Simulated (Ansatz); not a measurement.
`F[CH](F)[GaH2]` + `NBCl` → `[Cl][GaH2]` + `NBC(F)F`  (redistribution)

Isolated molecules relaxed with PBE0-D4/def2-TZVP in Ansatz; ΔE leaves out vibrations. CBS: MP2 limit from def2 TZ/QZ plus the TZ coupled-cluster correction, frozen cores. DFT in def2-TZVPP. B3LYP here is the variant with VWN-RPA as its local correlation; programs differ in this. HSE06 is defined as in plane-wave codes. For Ga outer-core shells are correlated without core-valence functions, which leaves a few kJ/mol of doubt a bond. Scalar relativity is left out up to krypton. Each species was taken in one conformer, which may not be the lowest.

```json
{"level": "BLYP-D4", "ΔE (kcal/mol)": "-17.5", "difference from CCSD(T)/CBS": "1.5"}
{"level": "B3LYP-D4", "ΔE (kcal/mol)": "-18.9", "difference from CCSD(T)/CBS": "0.1"}
{"level": "HSE06-D4", "ΔE (kcal/mol)": "-18.8", "difference from CCSD(T)/CBS": "0.2"}
{"level": "BHLYP-D4", "ΔE (kcal/mol)": "-20.9", "difference from CCSD(T)/CBS": "-1.9"}
{"level": "B2PLYP", "ΔE (kcal/mol)": "-19.2", "difference from CCSD(T)/CBS": "-0.2"}
{"level": "PBE", "ΔE (kcal/mol)": "-17.2", "difference from CCSD(T)/CBS": "1.8"}
{"level": "revPBE", "ΔE (kcal/mol)": "-16.7", "difference from CCSD(T)/CBS": "2.3"}
{"level": "BLYP", "ΔE (kcal/mol)": "-17.6", "difference from CCSD(T)/CBS": "1.4"}
{"level": "HSE06", "ΔE (kcal/mol)": "-18.9", "difference from CCSD(T)/CBS": "0.1"}
{"level": "CAM-B3LYP", "ΔE (kcal/mol)": "-19.6", "difference from CCSD(T)/CBS": "-0.6"}
{"level": "RPA@PBE/def2-TZVPP", "ΔE (kcal/mol)": "-18.4", "difference from CCSD(T)/CBS": "0.6"}
{"level": "HF/def2-SVP", "ΔE (kcal/mol)": "-23.4", "difference from CCSD(T)/CBS": "-4.4"}
{"level": "CCSD(T)/def2-SVP", "ΔE (kcal/mol)": "-20.0", "difference from CCSD(T)/CBS": "-1.0"}
{"level": "CCSD(T)/def2-TZVPP", "ΔE (kcal/mol)": "-19.1", "difference from CCSD(T)/CBS": "-0.1"}
{"level": "MP2/CBS(def2)", "ΔE (kcal/mol)": "-18.5", "difference from CCSD(T)/CBS": "0.5"}
{"level": "CCSD/CBS(def2)", "ΔE (kcal/mol)": "-19.5", "difference from CCSD(T)/CBS": "-0.5"}
{"level": "CCSD(T)/CBS", "ΔE (kcal/mol)": "-19.0", "difference from CCSD(T)/CBS": "0"}
```

(1) What do rigid-rotor, harmonic-oscillator terms from PBE0-D4/def2-TZVP frequencies (298.15 K, 1 bar) make of the CCSD(T)/CBS value? (An estimate is asked.)

Largest T1 diagnostic among the species: 0.013.

## Answers

(1) The calculation gave: ΔZPE = +1.1 kcal/mol, ΔH = -18.2 kcal/mol, ΔS = -26 J/(mol·K), ΔG = -16.4 kcal/mol. Modes under 50 cm⁻¹ make the entropy rough.

From r2SCAN to r2SCAN0 (25 % exact exchange), in def2-TZVPP and without D4, ΔE moves by −1.0 kcal/mol. At CCSD(T), def2-SVP lies −1.0 kcal/mol from the extrapolated value and def2-TZVPP −0.1 kcal/mol.
